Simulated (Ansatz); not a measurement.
`Cl[SiH]1[CH2][AlH]1` from Hartree–Fock to CCSD(T)

Cartesian coordinates in Å:
```
Cl 1.731 -1.752 1.044
Si 0.722 -0.738 -0.459
C -0.906 -0.020 0.199
Al 0.324 1.492 0.080
H 0.689 -1.642 -1.639
H -1.481 -0.460 1.013
H -1.561 0.098 -0.683
H 0.481 3.022 0.445
```

Charge 0, multiplicity 1. The geometry is a stationary point of PBE0-D4/def2-TZVP. Frozen core, restricted reference, Ansatz 0.2.0. CBS rows extrapolate triple and quadruple zeta; past MP2 they add the triple-zeta difference.

```
     basis      HF (Eh)  MP2 corr.  CCSD corr.       (T)  CCSD(T) total
  def2-SVP  -1030.18993          ?    -0.47226  -0.01450              ?
def2-TZVPP  -1030.58150   -0.55199    -0.60062         ?              ?
def2-QZVPP  -1030.61180          ?           –         –              –
 CBS(def2)  -1030.61597          ?    -0.67960     as TZ              ?
```

Problem. Fill in the withheld values. (An estimate is asked.)

Solution. Computed: def2-SVP MP2 corr.: -0.42419; def2-SVP CCSD(T) total: -1030.67669; def2-TZVPP (T): -0.02678; def2-TZVPP CCSD(T) total: -1031.20890; def2-QZVPP MP2 corr.: -0.59736; CBS(def2) MP2 corr.: -0.63097; CBS(def2) CCSD(T) total: -1031.32235.
